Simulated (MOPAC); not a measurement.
Input for MOPAC: AM1 on GaO, 2S+1 = 2, a spin state set in the input, which need not be the lowest, a point of a bond scan (R = 1.668 Å).

```
AM1 1SCF PRECISE CHARGE=0 UHF MS=0.5 THREADS=1
GaO

O      0.00000000 1     0.00000000 1     0.00000000 1
Ga     0.00000000 1     0.00000000 1     1.66765300 1
```

The log:

```
*******************************************************************************
 **                                                                           **
 **                              MOPAC v23.2.5                                **
 **                                                                           **
 *******************************************************************************
 ** MOPAC's Digital Object Identifier: https://doi.org/10.5281/zenodo.6511958 **
 **                                                                           **
 ** Please cite the open-source release paper for use of this MOPAC version:  **
 ** J. E. Moussa and J. J. P. Stewart (2026)                                  **
 ** MOPAC: An open-source semiempirical molecular orbital program             **
 ** J. Open Source Softw., 11(119), 8025, https://doi.org/10.21105/joss.08025 **
 *******************************************************************************

                              AM1 CALCULATION RESULTS

 *******************************************************************************
 *  AM1        - The AM1 Hamiltonian to be used
 *  UHF        - UNRESTRICTED HARTREE-FOCK CALCULATION
 *
 *
 *
 *                 CHARGE ON SYSTEM = 0
 *
 *
 *
 *  MS=        - IN MECI, MAGNETIC COMPONENT OF SPIN =  0.5
 *  PRECISE    - TIGHTER CRITERIA TO BE USED
 *  1SCF       - DO 1 SCF AND THEN STOP
 *  THREADS=1  - MULTI-THREADING NOT USED
 *  T=         - A TIME OF 172800.0 SECONDS REQUESTED
 *  DUMP=N     - RESTART FILE WRITTEN EVERY 7200.0 SECONDS REQUESTED
 *******************************************************************************
AM1 1SCF PRECISE CHARGE=0 UHF MS=0.5 THREADS=1
 GaO

   ATOM   CHEMICAL          X               Y               Z
  NUMBER   SYMBOL      (ANGSTROMS)     (ANGSTROMS)     (ANGSTROMS)

     1       O          0.00000000  *   0.00000000  *   0.00000000  *
     2      Ga          0.00000000  *   0.00000000  *   1.66765300  *



          CARTESIAN COORDINATES

    NO.       ATOM           X           Y           Z

     1         O          0.0000      0.0000      0.0000
     2        Ga          0.0000      0.0000      1.6677

  O: (AM1): M.J.S. DEWAR ET AL, J. AM. CHEM. SOC. 107 3902-3909 (1985)
 Ga: (AM1): J. J. P. STEWART, J. MOL. MOD., 10, 155-164 (2004)

           Empirical Formula: O Ga  =     2 atoms



      MOLECULAR POINT GROUP   :   C*v


          UHF CALCULATION, NO. OF ALPHA ELECTRONS =    5
                           NO. OF BETA  ELECTRONS =    4

 -------------------------------------------------------------------------------
 AM1 1SCF PRECISE CHARGE=0 UHF MS=0.5 THREADS=1
 GaO



     1SCF WAS SPECIFIED, SO BFGS WAS NOT USED
     SCF FIELD WAS ACHIEVED


                              AM1 CALCULATION
                                                       MOPAC v23.2.5 Linux




          FINAL HEAT OF FORMATION =         32.78653 KCAL/MOL =     137.17886 KJ/MOL


          COSMO AREA              =         70.58 SQUARE ANGSTROMS
          COSMO VOLUME            =         53.57 CUBIC ANGSTROMS

          IONIZATION POTENTIAL    =         11.363392 EV
          ALPHA SOMO LUMO (EV)    =        -11.363 -2.134
          BETA  SOMO LUMO (EV)    =        -12.481 -1.675
          NO. OF ALPHA ELECTRONS  =          5
          NO. OF BETA  ELECTRONS  =          4
          MOLECULAR WEIGHT        =         85.7344         POINT GROUP:  C*v

          MOLECULAR DIMENSIONS (Angstroms)

            Atom       Atom       Distance
           Ga     2    O     1     1.66765
           Ga     2    O     1     0.00000
            O     1   Ga     2     0.00000


          SCF CALCULATIONS        =          1





   ATOM   CHEMICAL          X               Y               Z
  NUMBER   SYMBOL      (ANGSTROMS)     (ANGSTROMS)     (ANGSTROMS)

     1       O          0.00000000  *   0.00000000  *   0.00000000  *
     2      Ga          0.00000000  *   0.00000000  *   1.66765300  *

                             CARTESIAN COORDINATES

   1    O        0.000000000     0.000000000     0.000000000
   2   Ga        0.000000000     0.000000000     1.667653000


           Empirical Formula: O Ga  =     2 atoms



      MOLECULAR POINT GROUP   :   C*v


          ALPHA EIGENVALUES
 -35.70649 -16.28783 -14.16511 -14.15905 -11.36339  -2.13360  -0.89560   1.28145


           BETA EIGENVALUES
 -31.58287 -13.28252 -13.20435 -12.48085  -1.67530  -0.54743  -0.40295   1.34821


              NET ATOMIC CHARGES AND DIPOLE CONTRIBUTIONS

  ATOM NO.   TYPE          CHARGE      No. of ELECS.   s-Pop       p-Pop
    1          O          -0.253974        6.2540     1.90178     4.35219
    2         Ga           0.253974        2.7460     0.07771     2.66832
 DIPOLE           X         Y         Z       TOTAL
 POINT-CHG.     0.000     0.000     2.034     2.034
 HYBRID         0.000     0.000     0.498     0.498
 SUM            0.000     0.000     2.532     2.532


          ATOMIC ORBITAL ELECTRON POPULATIONS

     Atom    s        px        py        pz
    1  O   1.90178   1.12534   1.46353   1.76332
    2 Ga   0.07771   1.87466   0.53647   0.25719


                    (SZ)    =    0.500000
                    (S**2)  =    0.800555


          ATOMIC ORBITAL SPIN POPULATIONS

    Atom   Total    s     px     py     pz
         Atomic
    1  O  1.1090  0.016  0.875  0.191  0.027
    2 Ga -0.1090 -0.011  0.125 -0.191 -0.033

 **********************
 *                    *
 * JOB ENDED NORMALLY *
 *                    *
 **********************




 == MOPAC DONE ==
```

The run finished.

Cost: around 0.020 core-seconds (rough).
